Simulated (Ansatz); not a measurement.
Conformers of `COB(O)Br`, each relaxed with PBE0-D4/def2-TZVP in Ansatz. CBS adds the triple-zeta coupled-cluster correction to the MP2 limit.

Outer-core shells of Br are correlated without core-valence functions. Scalar relativity is left out up to krypton. Spin–orbit coupling is left out.

Not all of them had a frequency check.

Conformer A:

Z-matrix (Å, degrees):
```
C
O 1 1.413
H 1 1.089 2 107.1
H 1 1.092 2 111.0 3 -119.4
H 1 1.092 2 111.0 3 119.4
B 2 1.338 1 124.8 3 179.6
Br 6 1.958 2 121.6 1 -0.0
O 6 1.350 2 119.0 1 180.0
H 8 0.959 6 113.3 2 180.0
```

Conformer B:

```xyz
9

C    -0.189    0.539   -1.260
O     0.193   -0.427   -0.302
B     0.098   -0.317    1.035
O     0.511   -1.323    1.838
Br   -0.621    1.251    1.918
H    -0.881    0.073   -1.963
H     0.700    0.868   -1.802
H    -0.668    1.400   -0.792
H     0.855   -2.064    1.328
```

Conformer C:

Z-matrix (Å, degrees):
```
C
O 1 1.415
H 1 1.092 2 110.9
H 1 1.089 2 107.2 3 -119.4
H 1 1.092 2 110.9 3 121.1
B 2 1.347 1 124.5 3 -60.6
Br 6 1.935 2 122.1 1 -0.0
O 6 1.350 2 120.8 1 -180.0
H 8 0.963 6 111.7 2 -0.0
```

Q: Which is lowest in electronic energy at CCSD(T)/CBS (frozen core, def2 sets), and by how much? (An estimate is asked.)

A: The calculation gave: A; B lies 2.1 kJ/mol higher, C lies 0.7 kJ/mol higher. Gaps under about 2 kJ/mol don't settle the order.

Q: Give the energies relative to A (kJ/mol) with ωB97X-V/def2-TZVPP, B2PLYP/def2-TZVPP, PBE0/def2-TZVPP, HF/def2-TZVPP, SCS-MP2/def2-TZVPP, CCSD(T)/def2-TZVPP, MP2/def2-QZVPP. (An estimate is asked.)

A: The calculation gave: 
```csv
level,B,C
ωB97X-V/def2-TZVPP,2.2,0.7
B2PLYP/def2-TZVPP,1.7,0.8
PBE0/def2-TZVPP,1.9,1.5
HF/def2-TZVPP,2.1,0.0
SCS-MP2/def2-TZVPP,2.3,0.4
CCSD(T)/def2-TZVPP,1.9,0.2
MP2/def2-QZVPP,2.3,0.8
```
